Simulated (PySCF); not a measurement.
These compounds are isomers of formula C6H7N3O.

A. `O=C(C)c1cnnnc1C`
B. `O=Cc1nncn1C1CC1`
C. `InChI=1S/C6H7N3O/c1-2-5-3-6(4-10)8-9-7-5/h3-4H,2H2,1H3`

Spectrum 1. 1H NMR (500 MHz, computed): δ 10.43 (s, 1H), 7.81 (s, 1H), 4.53 (m, 1H), 1.20 (m, 2H), 0.91 (m, 2H). 13C{1H} NMR (computed): δ 189.7 (CH), 158.3 (C), 143.5 (CH), 29.3 (CH), 10.5 (CH2).

Spectrum 2. 1H NMR (500 MHz, computed): δ 10.69 (s, 1H), 7.78 (s, 1H), 3.25 (q, 2H), 1.46 (t, 3H). 13C{1H} NMR (computed): δ 202.7 (CH), 171.8 (C), 152.4 (C), 118.2 (CH), 35.3 (CH2), 20.0 (CH3).

Spectrum 3. 1H NMR (500 MHz, computed): δ 9.08 (s, 1H), 3.21 (s, 3H), 2.76 (s, 3H). 13C{1H} NMR (computed): δ 207.6 (C), 159.4 (C), 147.8 (CH), 124.0 (C), 31.9 (CH3), 26.0 (CH3).

Theoretical values (PySCF): structure optimised with GFN2-xTB, shielding tensors at PBE0/pcSseg-1 (GIAO). Isolated molecule, non-relativistic Hamiltonian, averaged over atoms made equivalent by symmetry, fast rotation or ring inversion, a single conformation.

δ = σ(ref) − σ, references computed at the same level: 1H, 13C against TMS. Where no couplings were computed, multiplicities follow the n + 1 count of equivalent neighbours, and m marks all less simple cases (inequivalent or close neighbours, rings, F or P nearby). Shifts are as computed. Against solution values, carbons near 30 ppm lie about +3 ppm off and those near 130 ppm about +5 ppm. Of 1211 compounds with measured shifts, 218 miss one by over three times the rms of a fit or turn the order of signals round; such compounds aren't used in these exercises.

Question: Match each spectrum to its structure.

Answer: 1–B, 2–C, 3–A.

- Spectrum 1 (B): 5 13C signals; δC 189.7 is an aldehyde carbonyl carbon; δC 29.3 is a three-membered-ring carbon.
- Spectrum 2 (C): 6 13C signals; δC 202.7 is an aldehyde carbonyl carbon; δC 35.3 is an sp3 CH2 on an aromatic ring.
- Spectrum 3 (A): 6 13C signals; δC 207.6 is a ketone carbonyl carbon; δC 147.8 is an aromatic CH next to a ring nitrogen.
